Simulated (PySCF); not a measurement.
# C₆ coefficients of unlike pairs at PBE

Calculated with PySCF 2.14 from the dipole response of each species, C₆(A,B) = (3/π) ∫ α_A(iu) α_B(iu) du, in atomic units, from isotropic polarisabilities. For ions this is the dispersion term alone; charge-induced terms of lower order in 1/R come first.

| species | configuration | basis | relativity | α (bohr³) | C₆ (like pair) |
| --- | --- | --- | --- | --- | --- |
| K | [Ar] 4s1 (2S) | dyall-acv3z (25s18p7d3f) | none | 329.2 | 4664 |
| Pb⁺ | [Xe] 4f14 5d10 6s2 6p1 (2P) | def2-QZVPPD with the def2 core potential (60 electrons) (8s6p5d4f1g) | core potential | 27.95 | 240.1 |
| O³⁺ | [He] 2s2 2p1 (2P) | x2c-TZVPPall with one added diffuse shell each of s, p, d type (6s4p3d1f) | spin-free X2C | 1.345 | 1.250 |
| Ta | [Xe] 4f14 5d3 6s2 (4F) | aug-cc-pwCVDZ-PP with ECP60MDF (6s6p5d3f) | core potential | 82.74 | 1049 |

(1) Estimate C₆ for Ta with Pb⁺.

No spin-orbit coupling is included.

The other pairs:

```json
{"pair": "Pb⁺, K", "C₆": "723.1"}
{"pair": "Ta, K", "C₆": "1854"}
{"pair": "O³⁺, Pb⁺", "C₆": "16.53"}
{"pair": "Ta, O³⁺", "C₆": "29.81"}
{"pair": "O³⁺, K", "C₆": "39.40"}
```

## Answers

(1) The integral gives 477.6. The combination rule 2 C_A C_B / (C_A α_B/α_A + C_B α_A/α_B) gives 472.9 and the geometric mean 501.8.
